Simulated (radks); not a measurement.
The numbers below are computed, except where a source is named.
Sb, 51 electrons, occupied as [Kr] 4d10 5s2 5p3. Code: a radial shooting solver on a logarithmic mesh with Libxc functionals. Model: non-relativistic Kohn-Sham, PBE, spin-polarised, spherical densities, point nucleus; open shells are filled with parallel spins first (spin-orbit coupling, left out, can overturn this in heavy ions); relativity is left out, which matters for an element this heavy. Some entries of the table are withheld. Estimate them.

orbital  occ.  eigenvalue (hartree)  <r^2> (bohr^2)  <1/r> (bohr^-1)
1s up       1             -1071.995        0.001189            50.47
1s down     1             -1071.993        0.001189            50.47
2s up       1             -159.2988         0.01944            11.55
2s down     1             -159.2980         0.01944            11.55
2p up       3             -149.2534         0.01463            11.56
2p down     3             -149.2517         0.01463            11.56
3s up       1             -31.13020          0.1350            4.181
3s down     1             -31.12835          0.1350            4.181
3p up       3             -26.96044          0.1298            4.105
3p down     3             -26.95829          0.1298            4.105
3d up       5             -19.22219          0.1106            3.967
3d down     5             -19.22021          0.1105            3.967
4s up       1              -5.05622          0.7622            1.676
4s down     1              -5.05158          0.7616            1.676
4p up       3              -3.64552          0.8550            1.569
4p down     3              -3.64048          0.8533            1.569
4d up       5              -1.28938           1.241            1.299
4d down     5              -1.27991           1.221            1.305
5s up       1                   (1)           6.142              (2)
5s down     1                   (3)           6.097              (4)
5p up       3              -0.20335             (5)           0.4403
5p down     0              -0.13276             (6)           0.4331

Answer. 
(1) 5s up eigenvalue (hartree): -0.45981
(2) 5s up <1/r> (bohr^-1): 0.5513
(3) 5s down eigenvalue (hartree): -0.39125
(4) 5s down <1/r> (bohr^-1): 0.5593
(5) 5p up <r^2> (bohr^2): 9.677
(6) 5p down <r^2> (bohr^2): 10.43
